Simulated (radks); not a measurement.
Task: Radial electron density D(r) = 4 pi r^2 rho(r) of an atom or ion with 18 electrons. Calculated with a radial shooting solver on a logarithmic mesh with Libxc functionals: Dirac Kohn-Sham, PBE, spin-unpolarised, spherical densities, finite nucleus; Fermi nuclear charge, rms radius of each element as measured or else 0.836 A^(1/3) + 0.57 fm.

r (bohr),D(r) (e/bohr)
0.003914,1.422
0.004976,2.174
0.006275,3.235
0.007914,4.740
0.01006,6.894
0.01269,9.655
0.016,13.11
0.02034,17.26
0.02565,21.42
0.03235,25.03
0.04113,27.24
0.05186,27.18
0.06541,25.04
0.08315,22.04
0.1049,20.74
0.1322,22.69
0.1681,27.10
0.212,29.71
0.2674,26.87
0.3399,18.69
0.4286,11.07
0.5406,8.464
0.6872,9.832
0.8667,10.05
1.093,7.104
1.389,3.169
1.752,0.9119
2.21,0.1593
2.809,0.01455
3.543,0.0007698

What is the nuclear charge?

Result: Z = 23. The innermost maximum, from 1s, lies near gamma/Z bohr with gamma = sqrt(1 - (Z/c)^2) = 0.986, here 0.0429 bohr (found: 0.0460), and its height grows with Z. The density is that of the vanadium ion V5+ in [Ne] 3s2 3p(1/2: 1, 3/2: 4) 3d(3/2: 1, 5/2: 0); the configuration itself is not fixed sharply by these data, and Z only to about a unit. D(r) has 3 maxima, at r = 0.0460, 0.214, 0.787 bohr, and minima at 0.103, 0.541 bohr, inside which lie 2.13, 10.48 electrons.
